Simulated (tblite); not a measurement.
C7H9BCl2.
Atom-mapped SMILES: `[CH3:1][C:2]1=[CH:3][CH2:4][CH:5]=[CH:6][C@@H:7]1[B:8]([Cl:9])[Cl:10]` (hydrogens: H11, H12, H13 on C1; H14 on C3; H15, H16 on C4; H17 on C5; H18 on C6; H19 on C7)

Computed with GFN2-xTB (tblite), gas phase: L-BFGS steps from a force-field or distance-geometry start until the largest atomic force falls under 0.01 eV/Å.

Step 58: E = -814.7119 eV
```
atom  x, y, z in Å  |  force x, y, z in eV/Å
C1     -1.9950   -1.0222   -0.5595   -0.063  -0.007   0.005
C2     -0.6150   -0.5384   -0.2232   -0.018  -0.003  -0.052
C3      0.3420   -1.3526    0.1946   -0.005  -0.015  -0.051
C4      1.7438   -0.9159    0.4768    0.024  -0.001   0.048
C5      2.0648    0.3705   -0.2178   -0.027   0.009   0.003
C6      1.1241    1.1987   -0.6340   -0.010  -0.021  -0.084
C7     -0.3471    0.9441   -0.4213    0.040   0.044  -0.017
B8     -0.8988    1.6625    0.8994   -0.051   0.055  -0.093
Cl9     0.0124    1.6130    2.3462   -0.008   0.020   0.045
Cl10   -2.4429    2.4317    0.9123    0.049  -0.044   0.028
H11    -2.6916   -0.1939   -0.6619    0.024   0.002  -0.018
H12    -2.3752   -1.6906    0.2109    0.045  -0.024  -0.005
H13    -1.9699   -1.5757   -1.4985   -0.053   0.033  -0.003
H14     0.1348   -2.4072    0.3007    0.013  -0.043   0.042
H15     2.4374   -1.6966    0.1533    0.046  -0.003   0.031
H16     1.8823   -0.7886    1.5565    0.029  -0.023   0.039
H17     3.1137    0.5850   -0.3709   -0.063   0.006  -0.034
H18     1.3653    2.1125   -1.1581    0.017  -0.001   0.049
H19    -0.8950    1.2728   -1.3130    0.011   0.015   0.068
```

Step 59: E = -814.7167 eV
```
atom  x, y, z in Å  |  force x, y, z in eV/Å
C1     -1.9991   -1.0023   -0.5719   -0.128  -0.070  -0.031
C2     -0.6182   -0.5309   -0.2187    0.000  -0.037  -0.092
C3      0.3348   -1.3524    0.1997   -0.034   0.030   0.042
C4      1.7340   -0.9128    0.5044   -0.033  -0.023  -0.004
C5      2.0641    0.3590   -0.2176    0.022  -0.091  -0.015
C6      1.1332    1.1881   -0.6542    0.046  -0.049  -0.025
C7     -0.3354    0.9527   -0.4248    0.005  -0.035   0.002
B8     -0.8865    1.6528    0.9014   -0.077   0.126   0.048
Cl9     0.0993    1.7491    2.3103   -0.179   0.011  -0.136
Cl10   -2.5151    2.2504    0.9561    0.246  -0.083   0.084
H11    -2.7101   -0.1709   -0.5657    0.141  -0.212  -0.044
H12    -2.3450   -1.7608    0.1372    0.078   0.131  -0.152
H13    -1.9879   -1.4582   -1.5711   -0.074   0.167   0.218
H14     0.1245   -2.4094    0.3002    0.026   0.044   0.035
H15     2.4270   -1.7097    0.2135    0.033   0.098   0.039
H16     1.8573   -0.7556    1.5843   -0.018  -0.044  -0.031
H17     3.1137    0.5532   -0.3846   -0.022   0.028  -0.023
H18     1.3920    2.0867   -1.1963   -0.029  -0.010   0.048
H19    -0.8925    1.2802   -1.3096   -0.004   0.020   0.035
```

Step 60: E = -814.7204 eV
```
atom  x, y, z in Å  |  force x, y, z in eV/Å
C1     -1.9983   -1.0110   -0.5664    0.004  -0.015   0.007
C2     -0.6159   -0.5352   -0.2236    0.011  -0.022  -0.055
C3      0.3389   -1.3546    0.1938   -0.025   0.020   0.022
C4      1.7387   -0.9150    0.4934   -0.026  -0.014  -0.002
C5      2.0627    0.3636   -0.2171    0.013  -0.057  -0.017
C6      1.1286    1.1924   -0.6468    0.026  -0.043  -0.022
C7     -0.3401    0.9495   -0.4233    0.011  -0.038  -0.007
B8     -0.8920    1.6590    0.8990    0.000   0.045  -0.032
Cl9     0.0554    1.6919    2.3273   -0.030   0.013   0.001
Cl10   -2.4779    2.3290    0.9359    0.008  -0.012   0.045
H11    -2.7009   -0.1822   -0.6072    0.017  -0.018  -0.020
H12    -2.3559   -1.7286    0.1693    0.026  -0.013  -0.003
H13    -1.9854   -1.5093   -1.5366   -0.047   0.058   0.000
H14     0.1313   -2.4113    0.2981    0.016   0.031   0.028
H15     2.4348   -1.7039    0.1915    0.032   0.056   0.023
H16     1.8679   -0.7706    1.5734   -0.015  -0.028  -0.001
H17     3.1104    0.5672   -0.3820   -0.002   0.020  -0.020
H18     1.3824    2.0988   -1.1773   -0.014   0.000   0.031
H19    -0.8947    1.2793   -1.3087   -0.004   0.018   0.022
```

Step 61: E = -814.7227 eV
```
atom  x, y, z in Å  |  force x, y, z in eV/Å
C1     -1.9992   -1.0068   -0.5691    0.006  -0.019   0.001
C2     -0.6163   -0.5339   -0.2243    0.012  -0.026  -0.050
C3      0.3371   -1.3544    0.1951   -0.026   0.025   0.032
C4      1.7362   -0.9146    0.4992   -0.028  -0.011  -0.008
C5      2.0622    0.3603   -0.2171    0.023  -0.062  -0.027
C6      1.1309    1.1898   -0.6512    0.024  -0.045  -0.009
C7     -0.3372    0.9511   -0.4243   -0.002  -0.049  -0.004
B8     -0.8894    1.6576    0.8990    0.014   0.042  -0.011
Cl9     0.0718    1.7219    2.3190   -0.048   0.011  -0.021
Cl10   -2.4905    2.2890    0.9458    0.012  -0.006   0.053
H11    -2.7045   -0.1788   -0.5869    0.026  -0.040  -0.019
H12    -2.3485   -1.7431    0.1526    0.026   0.002  -0.014
H13    -1.9911   -1.4833   -1.5508   -0.045   0.068   0.014
H14     0.1297   -2.4115    0.2986    0.011   0.042   0.026
H15     2.4334   -1.7060    0.2056    0.027   0.064   0.014
H16     1.8625   -0.7642    1.5788   -0.028  -0.026  -0.002
H17     3.1095    0.5604   -0.3856    0.019   0.020  -0.015
H18     1.3882    2.0935   -1.1846   -0.020  -0.004   0.029
H19    -0.8947    1.2822   -1.3072   -0.003   0.015   0.010
```

**Question.** Estimate the geometry and energy of step 62. (The exact step hangs on the optimiser's Hessian estimate; all steps are aligned on step 61, rigid shifts and turns removed.)

**Answer.** E = -814.7226 eV, largest force 0.270 eV/Å
```
atom  x, y, z in Å  |  force x, y, z in eV/Å
C1     -2.0019   -0.9912   -0.5800   -0.084  -0.092  -0.055
C2     -0.6181   -0.5278   -0.2272   -0.008  -0.044  -0.027
C3      0.3284   -1.3512    0.2043   -0.020   0.030   0.043
C4      1.7253   -0.9134    0.5207   -0.003   0.008  -0.013
C5      2.0617    0.3463   -0.2175    0.047  -0.051  -0.061
C6      1.1403    1.1785   -0.6677    0.003  -0.033   0.028
C7     -0.3268    0.9567   -0.4294   -0.058  -0.051   0.018
B8     -0.8782    1.6522    0.8990   -0.003   0.067   0.107
Cl9     0.1363    1.8377    2.2834   -0.206  -0.007  -0.174
Cl10   -2.5396    2.1319    0.9883    0.213  -0.016   0.097
H11    -2.7187   -0.1681   -0.5094    0.130  -0.227  -0.031
H12    -2.3204   -1.8004    0.0855    0.057   0.182  -0.154
H13    -2.0114   -1.3806   -1.6067   -0.047   0.142   0.209
H14     0.1218   -2.4087    0.3058   -0.015   0.048   0.028
H15     2.4264   -1.7127    0.2583    0.003   0.074  -0.022
H16     1.8425   -0.7409    1.5983   -0.068  -0.010  -0.001
H17     3.1080    0.5344   -0.3976    0.078   0.011   0.001
H18     1.4092    2.0723   -1.2128   -0.036  -0.029   0.029
H19    -0.8947    1.2942   -1.3029    0.016  -0.002  -0.022
```

The energy changes by +0.0001 eV. The first-order estimate −F·Δx gives -0.0087 eV and the mean of the old and new forces, exact on a quadratic surface, +0.0035 eV. The step makes an angle of 82° with the force vector and moves no atom by more than 0.170 Å.

The cost below is that of the whole relaxation. Hardware: an Arm Neoverse V2 with one thread, no GPU (shared host). Cost: 1.0 s of wall time.
